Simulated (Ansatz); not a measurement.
Consider the homolysis of the Al–O bond: `C[O][Al]([O]C)[O]C` → `C[O][Al][O]C`• + `C[O]`•.

Calculated with Ansatz (gas phase, PBE0-D4/def2-TZVP geometries, no zero-point term in ΔE). CBS: MP2 limit from def2 TZ/QZ plus the TZ coupled-cluster correction, frozen cores. Functionals use def2-TZVPP. HSE06 is defined as in plane-wave codes. Open shells (•) are unrestricted, without spin–orbit coupling. Each species was taken in one conformer, which may not be the lowest.

`C[O][Al]([O]C)[O]C`:

```xyz
16

C     2.526    0.021    1.291
O     1.450   -0.571    0.621
Al    0.000    0.000    0.000
O    -1.061   -1.055   -0.759
C    -1.045   -2.426   -1.033
O    -0.389    1.626    0.138
C    -1.481    2.406   -0.258
H     3.449   -0.122    0.720
H     2.383    1.097    1.445
H     2.661   -0.449    2.271
H    -0.135   -2.917   -0.669
H    -1.906   -2.914   -0.563
H    -1.113   -2.594   -2.114
H    -2.252    1.819   -0.769
H    -1.150    3.199   -0.937
H    -1.938    2.881    0.616
```

`C[O][Al][O]C`•:

```xyz
11

C    -1.496    1.351    0.396
O    -0.807    1.421   -0.815
Al    0.427    0.652   -1.666
O     1.298   -0.675   -1.099
C     1.391   -1.512    0.015
H    -2.568    1.225    0.213
H    -1.161    0.518    1.026
H    -1.359    2.279    0.963
H     1.200   -2.550   -0.277
H     2.399   -1.463    0.441
H     0.677   -1.246    0.804
```

`C[O]`•:

Cartesian coordinates in Å:
```
C 0.037 0.003 -0.039
O -0.659 0.933 0.658
H -0.306 -0.975 0.355
H 1.122 0.042 0.140
H -0.194 -0.003 -1.114
```

**Question.** What is ΔE at CCSD(T)/CBS? (Estimate.)

**Answer.** Ansatz gave: +509.7 kJ/mol.

**Question.** What do these levels give: PBE-D4, r2SCAN-D4, r2SCANh-D4, BHLYP-D4, CAM-B3LYP-D4, revPBE, PBE0, HSE06, LC-ωPBE, MP2/def2-SVP, SCS-MP2/def2-QZVPP, MP2/CBS(def2)? (An estimate is asked.)

**Answer.** Computed: PBE-D4 463.2, r2SCAN-D4 467.2, r2SCANh-D4 467.4, BHLYP-D4 474.1, CAM-B3LYP-D4 487.7, revPBE 435.1, PBE0 463.6, HSE06 463.9, LC-ωPBE 479.0, MP2/def2-SVP 514.5, SCS-MP2/def2-QZVPP 528.1, MP2/CBS(def2) 540.1 kJ/mol.

Largest T1 diagnostic among the species: 0.019.

The D4 term adds +8.5 kJ/mol with B3LYP and +5.0 kJ/mol with PBE0; it sums over pairs of atoms, weighted by their polarisabilities, and B3LYP, whose exchange is more repulsive, gets the larger term. At CCSD(T), def2-SVP lies −22.3 kJ/mol from the extrapolated value and def2-TZVPP −12.9 kJ/mol: correlation converges slowly with the basis, and small sets miss more of it in the bonded molecule than in its fragments.

B3LYP here is the variant with VWN-RPA as its local correlation; programs differ in this.
